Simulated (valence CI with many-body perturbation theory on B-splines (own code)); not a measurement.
**I39+: E2, M1 decay**

Level of theory: configuration interaction combined with many-body perturbation theory (CI+MBPT): four valence electrons over a frozen Dirac-Fock core [Ne], a basis of 11 s, 11 p, 10 d, 8 f, 5 g, 2 h functions for each j, with the one-electron correlation potential Σ1 (screened to all orders), the two-electron term Σ2, the three-electron term Σ3, Breit, model QED; selected single and double excitations, second order for the rest, scaled by the run's own slope (own B-spline code, finite nucleus).

No measured spectrum was set against this ion. As an estimate, large intervals hold to a few tenths of a per cent, small ones and those within an open d or f shell to about a per cent. Among the levels kept, up to 720 cm⁻¹ of a level comes from second order outside the variational space, and about a tenth of that is noise between levels of different J, which matters for small intervals.

Lines 1 to 8 of 8 in falling wavelength, among levels below 632.34 eV, chosen from the decays that carry over 1 % of a level's rate. Wavelengths and rates use the calculated energies. Electric multipoles are in the length gauge, E1 and E2 with the static RPA response of the core. Weak lines are less certain than strong ones. Lines between different terms over intervals too small for the method are left out, as are lines whose strength nearly cancels.

Levels are named by their leading jj configuration (3d3/2^4 stands for four electrons in 3d with j = 3/2), which in mixed levels can hold well under half, so a name can repeat and another be missing.

| λ vac (nm) | Upper | Lower | Type | A (s⁻¹) | Branch % |
| --- | --- | --- | --- | --- | --- |
| 198.8 | (3s^2 3p1/2 3p3/2) J=2 | (3s^2 3p1/2 3p3/2) J=1 | M1 | 6.90e+02 | 7.8 |
| 22.95 | (3s^2 3p3/2 3d5/2) J=4 | (3s 3p1/2 3p3/2^2) J=3 | M1 | 6.98e+05 | 39.5 |
| 18.45 | (3s^2 3p1/2 3p3/2) J=1 | (3s^2 3p1/2^2) J=0 | M1 | 2.09e+06 | 100.0 |
| 17.42 | (3s^2 3p3/2 3d5/2) J=4 | (3s^2 3p1/2 3d5/2) J=3 | M1 | 1.05e+06 | 59.5 |
| 17.29 | (3s^2 3p3/2^2) J=2 | (3s^2 3p1/2 3p3/2) J=2 | M1 | 1.87e+06 | 47.9 |
| 16.88 | (3s^2 3p1/2 3p3/2) J=2 | (3s^2 3p1/2^2) J=0 | E2 | 8.10e+03 | 92.2 |
| 15.90 | (3s^2 3p3/2^2) J=2 | (3s^2 3p1/2 3p3/2) J=1 | M1 | 2.00e+06 | 51.5 |
| 13.53 | (3s^2 3p3/2^2) J=0 | (3s^2 3p1/2 3p3/2) J=1 | M1 | 5.75e+06 | 99.2 |
